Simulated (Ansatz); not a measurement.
Compare A (`C[SiH2][O][ZnH]`) with its isomer B (`[SiH3]C[O][ZnH]`).

Isolated molecules relaxed with PBE0-D4/def2-TZVP in Ansatz; ΔE leaves out vibrations. CBS: MP2 limit from def2 TZ/QZ plus the TZ coupled-cluster correction, frozen cores. DFT in def2-TZVPP. B3LYP here is the variant with VWN-RPA as its local correlation; programs differ in this. For Zn outer-core shells are correlated without core-valence functions, which leaves a few kJ/mol of doubt a bond. Scalar relativity is left out up to krypton. One conformer a species, not always the lowest.

Which is lower in electronic energy at CCSD(T)/CBS, and by how much? (Best estimate.)

Computed: A, by 57.6 kcal/mol.

Give E(B) − E(A) in kcal/mol with B3LYP, B2PLYP, HF/def2-TZVPP, CCSD(T)/def2-TZVPP, B3LYP-D4, MP2/def2-TZVPP, ωB97M-V. (Estimate.)

The calculation gave: B3LYP 55.9, B2PLYP 57.5, HF/def2-TZVPP 61.2, CCSD(T)/def2-TZVPP 57.2, B3LYP-D4 55.1, MP2/def2-TZVPP 59.7, ωB97M-V 56.4. None reverses the order clearly.

Largest T1 diagnostic: 0.017.

From PBE to PBE0 (25 % exact exchange), in def2-TZVPP and without D4, E(B) − E(A) moves by +2.9 kcal/mol. The D4 term adds −0.7 kcal/mol with B3LYP and −0.4 kcal/mol with PBE0; it sums over pairs of atoms, weighted by their polarisabilities, and B3LYP, whose exchange is more repulsive, gets the larger term.
